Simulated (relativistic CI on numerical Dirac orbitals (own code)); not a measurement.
## Rh²⁹⁺: computed level list

Calculated at this level of theory: Dirac-Coulomb-Breit CI, KLI orbitals optimised for each configuration, a model potential for QED, unscaled Slater integrals (own radial code, finite nucleus).

CI space (outside the closed core [Ne]): 3s²3p⁴, 3s3p⁵, 3s²3p³3d, 3p⁶, 3s3p⁴3d, 3p⁵3d, 3s3p³3d², 3s²3p²3d4p, 3p⁵4s, 3s3p³3d4s, 3s²3p³4s, 3p⁵4p, 3s²3p³4p, 3s²3p³4d, 3s3p⁴4s, 3p⁴3d4p, 3s²3p³4f, 3s3p⁴4p, 3s3p⁴4d, 3s3p⁴4f, 3s²3p³5s, 3s²3p³5p, 3s²3p³5d, 3s²3p²4s4p, 3s²3p³5f, 3s²3p³5g, 3s3p³4s², 3s3p⁴5s, 3s3p⁴5p, 3s²3p²3d², 3s²3p3d³, 3s3p²3d³, 3s²3p3d²4s, 3s²3p3d²4p, 3s²3p3d²4d, 3p⁴3d², 3p³3d³, 3p³3d²4s, 3p³3d²4p, 3p³3d²4d, 3s²3p²3d4s, 3s3p²3d²4s, 3s²3p3d4s², 3s²3p3d4s4p, 3s²3p3d4s4d, 3p⁴3d4s, 3p³3d4s², 3p³3d4s4p, 3p³3d4s4d, 3s²3p²4s², 3s3p²3d4s², 3s²3p4s²4p, 3s²3p4s²4d, 3s²3p²4p², 3s²3p3d4p², 3s3p²3d4p², 3s²3p4s4p², 3s²3p4p³, 3s²3p4p²4d. Double excitations out of closed p, d and f shells are left out; levels of such configurations are missing from the list, as are those of other unlisted configurations, and high levels can miss mixing partners. These lack a partner that the ground configuration has and come out too high: 3s²3p³4f, 3s3p⁴4p, 3s3p⁴4d, 3s3p⁴4f, 3s²3p³5s.

The lowest level is 3s²3p⁴ ³P2, with 75 % of that term; Hund's rules for 3s²3p⁴ give ³P with J = 2, in agreement.

| No. | Configuration | Term | J | E (eV) | % | Next component (%) |
| --- | --- | --- | --- | --- | --- | --- |
| 1 | 3s²3p⁴ | ³P | 2 | 0.000 | 75 | 23 ¹D |
| 2 | 3s²3p⁴ | ¹S | 0 | 9.636 | 50 | 47 ³P |
| 3 | 3s²3p⁴ | ³P | 1 | 30.761 | 98 | 1 3s3p⁴3d ³P |
| 4 | 3s²3p⁴ | ¹D | 2 | 36.589 | 75 | 23 ³P |
| 5 | 3s²3p⁴ | ³P | 0 | 71.796 | 50 | 47 ¹S |
| 6 | 3s3p⁵ | ³P° | 2 | 111.217 | 70 | 22 3s²3p³3d ³P° |
| 7 | 3s3p⁵ | ³P° | 1 | 117.495 | 26 | 20 3s²3p³3d ³P° |
| 8 | 3p³(2D°)3d | ³F° | 2 | 121.861 | 32 | 28 ³D° |
| 9 | 3p³(4S°)3d | ⁵D° | 0 | 123.534 | 53 | 35 ³P° |
| 10 | 3p³(4S°)3d | ⁵D° | 3 | 123.711 | 37 | 25 ³F° |
| 11 | 3p³(4S°)3d | ⁵D° | 4 | 129.739 | 51 | 34 ³F° |
| 12 | 3p³(4S°)3d | ⁵D° | 1 | 131.210 | 45 | 23 3s3p⁵ ³P° |
| 13 | 3p³(4S°)3d | ⁵D° | 2 | 135.430 | 41 | 26 ³D° |
| 14 | 3p³(2D°)3d | ³G° | 3 | 142.024 | 33 | 20 ⁵D° |
| 15 | 3s3p⁵ | ³P° | 0 | 142.701 | 62 | 33 3s²3p³3d ³P° |
| 16 | 3p³(4S°)3d | ³D° | 1 | 146.847 | 60 | 13 ¹P° |
| 17 | 3p³(2D°)3d | ³D° | 1 | 147.331 | 31 | 22 ¹P° |
| 18 | 3p³(2D°)3d | ³F° | 2 | 149.053 | 47 | 35 ³D° |
| 19 | 3p³(2D°)3d | ¹S° | 0 | 150.697 | 55 | 30 ⁵D° |
| 20 | 3p³(2D°)3d | ³F° | 3 | 152.049 | 62 | 15 ⁵D° |
| 21 | 3p³(2D°)3d | ³D° | 3 | 155.492 | 64 | 15 ⁵D° |
| 22 | 3p³(2D°)3d | ³D° | 1 | 156.508 | 61 | 15 3s3p⁵ ¹P° |
| 23 | 3p³(2D°)3d | ³G° | 4 | 156.884 | 63 | 25 ⁵D° |
| 24 | 3p³(2D°)3d | ³F° | 4 | 159.191 | 48 | 39 ¹G° |
| 25 | 3p³(2D°)3d | ³F° | 4 | 163.236 | 48 | 39 ¹G° |
| 26 | 3p³(2P°)3d | ³F° | 2 | 164.098 | 44 | 32 ¹D° |
| 27 | 3p³(2D°)3d | ³G° | 5 | 165.322 | 98 | 1 3s3p³3d² ³G° |
| 28 | 3p³(2D°)3d | ³S° | 1 | 171.201 | 26 | 23 ³P° |
| 29 | 3p³(2D°)3d | ³P° | 0 | 173.133 | 49 | 29 ¹S° |
| 30 | 3p³(2P°)3d | ³D° | 2 | 174.300 | 50 | 24 ³P° |
| 31 | 3p³(2P°)3d | ³P° | 2 | 175.502 | 41 | 23 ³F° |
| 32 | 3p³(4S°)3d | ³D° | 3 | 176.530 | 58 | 19 ³G° |
| 33 | 3p³(2D°)3d | ³D° | 3 | 178.340 | 40 | 33 ³F° |
| 34 | 3p³(2D°)3d | ³D° | 2 | 180.356 | 36 | 27 ³F° |
| 35 | 3p³(2D°)3d | ³P° | 1 | 180.860 | 51 | 14 ¹P° |
| 36 | 3p³(2D°)3d | ¹F° | 3 | 183.388 | 46 | 19 ³F° |
| 37 | 3p³(2D°)3d | ³S° | 1 | 186.576 | 39 | 17 ¹P° |
| 38 | 3p³(2D°)3d | ¹D° | 2 | 191.684 | 41 | 37 ³D° |
| 39 | 3p³(2P°)3d | ¹P° | 1 | 191.733 | 39 | 36 ³D° |
| 40 | 3p³(2P°)3d | ³F° | 4 | 198.150 | 56 | 16 ³G° |
| 41 | 3p³(2P°)3d | ³P° | 2 | 200.961 | 48 | 21 ¹D° |
| 42 | 3p³(2D°)3d | ³P° | 0 | 205.096 | 71 | 20 3s3p⁵ ³P° |
| 43 | 3p³(2P°)3d | ³P° | 1 | 206.988 | 32 | 21 ³D° |
| 44 | 3p³(2P°)3d | ³D° | 3 | 208.092 | 45 | 36 ¹F° |
| 45 | 3p³(2D°)3d | ¹D° | 2 | 212.333 | 43 | 40 ³D° |

Energies count from the lowest computed level; ° marks odd parity. Percentages are summed over parent terms; the parents shown are those of the largest component, closed shells are left out there.

The mean weight of the leading LS term, summed over parents, in these 45 levels is 51 %, and that of the leading jj configuration (from the same eigenvectors) 68 %, so jj coupling describes them better and the LS labels are nominal.

At this charge energies of transitions that change n are usually good to better than 1 %, and those within a shell (Δn = 0) to a few per cent.

LS names give the leading component of a level, which can be under half, so a name can repeat, a term be missing and a line seem to break the LS rules.
